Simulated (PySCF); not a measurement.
A calculated (PBE0, PySCF 2.14, x2c-TZVPPall, scalar relativity by spin-free X2C-1e) atom or ion has these occupied shells.

| shell | electrons | orbital energy (eV) | rms radius, mean of both spins (bohr) |
| --- | --- | --- | --- |
| 1s β | 1 | -4906.7 | 0.0804 |
| 1s α | 1 | -4906.7 | 0.0804 |
| 2s α | 1 | -552.20 | 0.352 |
| 2s β | 1 | -551.46 | 0.352 |
| 2p α | 3 | -456.72 | 0.321 |
| 2p β | 3 | -456.08 | 0.321 |
| 3s α | 1 | -70.528 | 1.09 |
| 3s β | 1 | -67.793 | 1.09 |
| 3p α | 3 | -45.606 | 1.20 |
| 3p β | 3 | -42.576 | 1.20 |
| 3d α | 3 | -10.349 | 1.92 |

(1) Name the element and its charge.

Results:

(1) Ti⁺ (titanium, charge +1), in [Ar] 3d3, high-spin 4F determinant (an excited configuration).
